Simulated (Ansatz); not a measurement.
A made-up structure of NaZnNH (charge -1), closed shell:

N1  (-1.012, 0.359, -0.705)
Zn2  (0.213, -0.147, -0.034)
Na3  (2.210, -1.131, 0.655)
H4  (-1.411, 0.919, 0.084)
(Å)

It is relaxed with PBE-D4/def2-SVPD and then PBE0-D4/def2-TZVPD (Ansatz 0.2.0). Atoms count as bonded within 1.22 times the sum of their covalent radii (H–H: 0.88 Å). The end point is not checked to be a true minimum.

Problem. Does its bonding change? (Judge from chemistry; the calculation decides.)

Solution. Computed: No: no bond forms or breaks.

Where it ends: The first stage lowers the energy by 2.44 eV in 8 steps. It ends as NaZnNH ([NH][Zn][Na]), total charge -1:
```
4
angstrom
N -1.2550 0.5000 -0.7347
Zn 0.2619 -0.1697 -0.0131
Na 2.7287 -1.4078 0.7806
H -1.7356 1.0776 -0.0328
```

Labels in which every atom is bracketed show which atoms are joined, not bond orders.

For scale, one of the runs: PBE0-D4/def2-TZVPD relaxation, 132 basis functions, launched by `ansatz run in.yaml --threads 2 --pin off --events-out ev --progress --plain --max-ram 4352MiB`. The run took about 22 s on 2 CPU threads of an Arm Neoverse V1 (shared host).
